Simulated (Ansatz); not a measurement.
Isolated molecules relaxed with PBE0-D4/def2-TZVP in Ansatz; ΔE leaves out vibrations. CCSD(T)/CBS is the MP2 limit (def2-TZVPP, def2-QZVPP) plus CCSD(T) − MP2 in def2-TZVPP, frozen cores. Functionals use def2-TZVPP. Each species was taken in one conformer, which may not be the lowest.

Reaction (isomerisation): `CN[SiH2]N` → `NC[SiH2]N`

```json
{"level": "PBE-D4", "ΔE (eV)": "0.66"}
{"level": "MP2/def2-TZVPP", "ΔE (eV)": "0.75"}
```

What does CCSD(T)/CBS give? (Best estimate.)

Ansatz gave: +0.74 eV. The listed levels differ from it by -0.08, 0.01 eV.

Largest T1 diagnostic among the species: 0.010.

In def2-TZVPP, CCSD(T) changes the Hartree–Fock value by −0.11 eV (the triples alone add −0.01 eV) and MP2 by −0.08 eV.
